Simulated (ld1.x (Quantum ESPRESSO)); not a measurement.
# Scattering properties, PAW potential for Rh

ld1.x (Quantum ESPRESSO) 7.5 input, shortened:

```
&input
   title='Rh', zed=45., rel=1, dft='PBE', iswitch=3,
   config='[Kr] 4d8 5s1 5p0'
 /
 &inputp
   pseudotype=3, lpaw=.true., tm=.true., lloc=-2, rcloc=3.26,
   nlcc=.true., new_core_ps=.true.,
   which_augfun='BESSEL', rmatch_augfun=1.64
 /
6
5S  1  0   1.00   0.00  3.14  3.98  0.0
5S  1  0   0.00   1.10  3.14  3.98  0.0
4P  2  1   6.00   0.00  1.90  2.16  0.0
5P  3  1   0.00   0.00  1.90  2.16  0.0
4D  3  2   8.00   0.00  2.22  2.36  0.0
4D  3  2   0.00   0.70  2.22  2.36  0.0
 &test
   configts(1)='4p6 4d8 5s1 5p0'
 /
```

The phase is arctan(r·u′/u) with u = r·R(r), unwrapped; energies in Ry, scanned from -6 to 5 Ry. A pole is an energy at which the radial function vanishes at the test radius. The pseudo phase is shifted by a multiple of π to meet the all-electron one at the reference energy, and phase errors are pseudo minus all-electron; the curves can meet again beyond the range given. Levels narrower than the energy grid can be missing from the lists of poles.

| channel | radius (bohr) | reference energy (Ry) | poles, all-electron | poles, pseudo | unbroken range about the reference energy with phases within 0.05 rad | phase error 1 Ry above the reference energy (rad) |
| --- | --- | --- | --- | --- | --- | --- |
| s | 4.32 | -0.32 | -0.05, 2.58 | -0.05, 2.39, 4.06 | below 2.7 | -0.002 |
| p | 4.32 | -0.06 | 0.50, 3.27 | 0.50, 3.40 | below 1.5 | +0.004 |
| d | 4.32 | -0.44 | -0.41, 1.54, 4.60 | -0.41, 1.54, 4.80 | below 2.6 | +0.000 |

Phases in the d channel:

```
E (Ry)  all-electron  pseudo
 -6.00         1.477   1.477
 -5.74         1.475   1.475
 -5.48         1.473   1.473
 -5.22         1.470   1.470
 -4.96         1.468   1.468
 -4.70         1.465   1.465
 -4.44         1.462   1.462
 -4.18         1.459   1.459
 -3.92         1.455   1.455
 -3.66         1.451   1.451
 -3.40         1.447   1.447
 -3.14         1.442   1.442
 -2.88         1.436   1.436
 -2.62         1.430   1.430
 -2.36         1.423   1.423
 -2.10         1.414   1.414
 -1.84         1.404   1.404
 -1.58         1.391   1.391
 -1.32         1.375   1.375
 -1.06         1.353   1.353
 -0.80         1.317   1.317
 -0.54         1.201   1.201
 -0.28        -1.821  -1.821
 -0.02        -1.946  -1.946
  0.24        -2.164  -2.164
  0.50        -2.928  -2.928
  0.76        -4.144  -4.144
  1.02        -4.501  -4.501
  1.28        -4.635  -4.635
  1.54        -4.713  -4.712
  1.80        -4.774  -4.772
  2.06        -4.837  -4.833
  2.32        -4.925  -4.917
  2.58        -5.110  -5.080
  2.84        -5.875  -5.667
  3.10        -7.283  -7.145
  3.36        -7.601  -7.557
  3.62        -7.711  -7.686
  3.88        -7.768  -7.750
  4.14        -7.806  -7.790
  4.40        -7.835  -7.819
  4.66        -7.860  -7.843
  4.92        -7.883  -7.863
```
